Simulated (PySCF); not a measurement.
`CC(C)(C)[C@H]1C=CC[SiH2]1`: 4 charge schemes on one density

Species: C8H16Si.
Atom-mapped SMILES: `[CH3:1][C:2]([CH3:3])([CH3:4])[C@H:5]1[CH:6]=[CH:7][CH2:8][SiH2:9]1` (hydrogens: H10, H11, H12 on C1; H13, H14, H15 on C3; H16, H17, H18 on C4; H19 on C5; H20 on C6; H21 on C7; H22, H23 on C8; H24, H25 on Si9)

Cartesian coordinates in Å at the PBE0-D3(BJ)/def2-SVP level; atoms count from 1:
```xyz
25
C8H16Si angstrom
C     -2.0141    0.2609    0.8873
C     -0.8360    0.5174   -0.0589
C     -0.8777    1.9818   -0.5003
C     -0.9649   -0.3959   -1.2794
C      0.5030    0.2561    0.6851
C      0.6891   -1.1579    1.1818
C      1.7842   -1.8559    0.8468
C      2.8397   -1.2186   -0.0171
Si     2.1344    0.5249   -0.2864
H     -2.0703   -0.7935    1.1964
H     -1.9342    0.8782    1.7966
H     -2.9679    0.5092    0.3950
H     -0.7729    2.6582    0.3633
H     -1.8330    2.2154   -0.9966
H     -0.0693    2.2138   -1.2118
H     -1.9293   -0.2342   -1.7865
H     -0.9069   -1.4565   -0.9895
H     -0.1680   -0.2042   -2.0142
H      0.5129    0.9395    1.5564
H     -0.0763   -1.6087    1.8236
H      1.9223   -2.8829    1.2043
H      2.9939   -1.7798   -0.9548
H      3.8189   -1.1997    0.4911
H      1.9638    0.8681   -1.7322
H      2.9846    1.5906    0.3294
```

Density: PBE0/pcSseg-1 (PySCF); schemes: Mulliken, IAO, Hirshfeld and ESP-fitted. Geometry: PBE0-D3(BJ)/def2-SVP; no solvent, vibrations or thermal averaging.

Task: Atoms with like bonding are taken together and averaged. Which atoms carry the highest charge in the Mulliken, IAO, Hirshfeld and ESP-fitted schemes?

Result: The schemes don't all agree: Mulliken Si9 (+0.676); IAO Si9 (+0.721); Hirshfeld Si9 (+0.335); ESP-fitted C2 (+0.589).

Task: Which atoms carry the lowest charge in the Mulliken, IAO, Hirshfeld and ESP-fitted schemes?

Result: The schemes don't all agree: Mulliken C2 (-0.589); IAO C8 (-0.545); Hirshfeld C8 (-0.162); ESP-fitted C1/C3/C4 (-0.555).

Task: What partial charge does each atom carry?

Result: In e; atoms taken as equivalent share a row and are averaged (×n: the atom named and its like, n in all):

| atom | environment | Mulliken | IAO | Hirshfeld | ESP-fitted |
| --- | --- | --- | --- | --- | --- |
| C1/C3/C4 | methyl carbon | -0.152 | -0.405 | -0.118 | -0.555 |
| C2 | quaternary sp3 carbon | -0.589 | +0.063 | +0.026 | +0.589 |
| C5 | sp3 carbon bound to silicon | -0.407 | -0.377 | -0.108 | +0.118 |
| C6 | alkene CH carbon | -0.107 | -0.159 | -0.050 | -0.384 |
| C7 | alkene CH carbon | -0.146 | -0.147 | -0.048 | -0.089 |
| C8 | sp3 carbon bound to silicon | -0.496 | -0.545 | -0.162 | -0.205 |
| Si9 | SiH2 silicon | +0.676 | +0.721 | +0.335 | +0.292 |
| H10 (×9) | methyl hydrogen | +0.114 | +0.131 | +0.036 | +0.125 |
| H19 | methine hydrogen | +0.149 | +0.139 | +0.033 | +0.005 |
| H20 | vinylic hydrogen | +0.099 | +0.139 | +0.042 | +0.152 |
| H21 | vinylic hydrogen | +0.098 | +0.142 | +0.043 | +0.106 |
| H22 | methylene hydrogen | +0.156 | +0.152 | +0.041 | +0.079 |
| H23 | methylene hydrogen | +0.156 | +0.153 | +0.041 | +0.089 |
| H24 | Si–H hydrogen | -0.081 | -0.124 | -0.079 | -0.104 |
| H25 | Si–H hydrogen | -0.075 | -0.120 | -0.084 | -0.109 |

Mean size of the charges over all atoms: IAO 0.215 e, ESP-fitted 0.205 e, Mulliken 0.189 e, Hirshfeld 0.071 e. Each set sums to the total charge, 0, to within 0.001 e. The Hirshfeld scheme divides the density at each point in proportion to the densities of the neutral, spherically averaged free atoms. The IAO scheme counts the electrons in orthogonalised intrinsic atomic orbitals, a minimal basis polarised so that it spans the occupied orbitals exactly.

Some averages cover members that differ in this geometry: C1/C3/C4, ESP-fitted -0.591 to -0.513; H10 (×9), ESP-fitted +0.115 to +0.150 e.

Task: Sum the charges by element, for elements with more than one atom.

Result: 
```
element  atoms  Mulliken     IAO  Hirshfeld  ESP-fitted
      C      8    -2.201  -2.382     -0.694      -1.636
      H     16    +1.525  +1.661     +0.359      +1.344
```

Task: How closely do the schemes follow one another over all atoms?

Result: Correlation coefficient and root-mean-square difference: IAO with Hirshfeld 0.97, 0.177 e; Mulliken with IAO 0.81, 0.160 e; Mulliken with Hirshfeld 0.80, 0.180 e; IAO with ESP-fitted 0.73, 0.198 e; Hirshfeld with ESP-fitted 0.67, 0.215 e; Mulliken with ESP-fitted 0.25, 0.316 e.
